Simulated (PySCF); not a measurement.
NbO₂: adding exact exchange

Base calculation in PySCF with density fitting and no spin–orbit coupling, PBE/def2-TZVP (scalar-relativistic core potentials): doublet, C2v, Nb–O 1.721 Å (×2); O–Nb–O 104.3°; wavenumbers 352, 935, 983 cm⁻¹; dipole moment 4.79 D, polar-tensor charge of Nb 1.41 e, atomisation energy (no zero-point energy) 1501 kJ/mol.

Question: What changes on going to PBE0/def2-TZVP (scalar-relativistic core potentials)?

Answer: The point group stays the same. Changes: mean bond to Nb -0.021 Å, smallest bond angle +0.6 degrees, highest wavenumber +53 cm⁻¹, lowest wavenumber +8 cm⁻¹, dipole moment +0.47 D, polar-tensor charge of Nb +0.25 e, atomisation energy (no zero-point energy) -178 kJ/mol. The new structure has Nb–O 1.700 Å (×2); O–Nb–O 104.9°, with wavenumbers 360, 982, 1036 cm⁻¹. Exact exchange shortens and stiffens the bonds, the usual pattern.

Open d or f shells are single determinants, so the state found may not be the ground state. The structures come from searches over a few start shapes, so lower isomers are not excluded.
